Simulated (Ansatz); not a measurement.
One change: `[F][GaH][SH]` becomes `[SH][GaH][SH]`.

Ansatz, PBE0-D4/def2-TZVP geometries, multiplicity 1. Each molecule was computed in one conformer, which needn't be the lowest.

Scalar relativity is left out up to krypton.

```json
{"property": "size of the dipole moment (ωB97M-V/def2-TZVPP) / D", "`[F][GaH][SH]`": "1.26"}
{"property": "HOMO energy (ωB97M-V/def2-TZVPP) / eV", "`[F][GaH][SH]`": "-10.26"}
{"property": "HOMO–LUMO gap (PBE/def2-TZVPP) / eV", "`[F][GaH][SH]`": "4.84"}
{"property": "HOMO energy (B3LYP/def2-TZVPP) / eV", "`[F][GaH][SH]`": "-7.83"}
{"property": "HOMO–LUMO gap (PBE0/def2-TZVPP) / eV", "`[F][GaH][SH]`": "6.83"}
{"property": "HOMO energy (PBE/def2-TZVPP) / eV", "`[F][GaH][SH]`": "-6.86"}
```

**Question.** What does the change do to each property? (An estimate is asked.)

**Answer.** Ansatz gave: 
| property | `[SH][GaH][SH]` | shift |
| --- | --- | --- |
| size of the dipole moment (ωB97M-V/def2-TZVPP) / D | 0.50 | -0.76 |
| HOMO energy (ωB97M-V/def2-TZVPP) / eV | -9.74 | 0.52 |
| HOMO–LUMO gap (PBE/def2-TZVPP) / eV | 4.46 | -0.38 |
| HOMO energy (B3LYP/def2-TZVPP) / eV | -7.33 | 0.50 |
| HOMO–LUMO gap (PBE0/def2-TZVPP) / eV | 6.40 | -0.43 |
| HOMO energy (PBE/def2-TZVPP) / eV | -6.40 | 0.46 |

With PBE0 the HOMO rises by 0.49 eV and the LUMO rises by 0.06 eV, so the gap narrows by about 0.43 eV. PBE moves the HOMO by 0.46 eV and ωB97M-V by 0.52 eV. The zero-point energy changes by 19.8 kJ/mol with +3 modes. Dipoles are sizes alone; their direction can turn.

B3LYP here is the variant with VWN-RPA as its local correlation; programs differ in this.
